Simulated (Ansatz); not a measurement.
Reaction (formal exchange of groups at the Al–Br bond): `[CH3][Al]([SiH3])[Br]` + `OC/C=C/Br` → `[CH3][Al]([SiH3])[CH2]O` + `Br/C=C\Br`

Calculated with Ansatz (gas phase, PBE0-D4/def2-TZVP geometries, no zero-point term in ΔE). CBS: MP2 limit from def2 TZ/QZ plus the TZ coupled-cluster correction, frozen cores. Double bonds are as drawn, so ΔE can hold a change between cis and trans. Functionals use def2-TZVPP. For Br outer-core shells are correlated without core-valence functions, which leaves a few kJ/mol of doubt a bond. Scalar relativity is left out up to krypton. Each species was taken in one conformer, which may not be the lowest.

```tsv
level	ΔE (kJ/mol)	difference from CCSD(T)/CBS
ωB97X-V	230.1	-2.0
r2SCAN	232.0	-0.1
PBE0	230.7	-1.4
HF/def2-TZVPP	261.0	28.9
SCS-MP2/def2-TZVPP	231.1	-1.0
CCSD/def2-TZVPP	234.3	2.2
CCSD(T)/def2-TZVPP	230.5	-1.6
HF/def2-QZVPP	259.8	27.7
HF/CBS(def2)	259.7	27.6
CCSD/CBS(def2)	236.0	3.9
CCSD(T)/CBS	232.1	0
```

Largest T1 diagnostic among the species: 0.011.

The D4 term adds −3.3 kJ/mol with B3LYP and −1.6 kJ/mol with PBE0; it sums over pairs of atoms, weighted by their polarisabilities, and B3LYP, whose exchange is more repulsive, gets the larger term. From PBE to PBE0 (25 % exact exchange), in def2-TZVPP and without D4, ΔE moves by +11.8 kJ/mol.

B3LYP here is the variant with VWN-RPA as its local correlation; programs differ in this.
